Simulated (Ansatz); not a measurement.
Ansatz (an electronic-structure program) input:

Ansatz 0.2 input:
```yaml
crystal:
  periodic: [false, false, false]
  atoms:
    - {symbol: Co, position_ang: [0.00000000, 0.00000000, 0.00000000]}
    - {symbol: F, position_ang: [0.00000000, 0.00000000, 1.67326550]}
    - {symbol: F, position_ang: [-0.00000000, -0.00000000, -1.67326550]}
basis:
  gaussian:
    orbitals: 6-31G
total_charge: 1
magnetization: {spin_polarized: true, initial_magnetization: 4}
correlation: {method: ccsd_t, electrons: outside_noble_gas}
```

### Question
What final total energy does it print?

### Answer
-1580.12400 Eh (CCSD(T)/6-31G). The basis has 45 functions.

The spin state was set by rule; other spins were not relaxed.
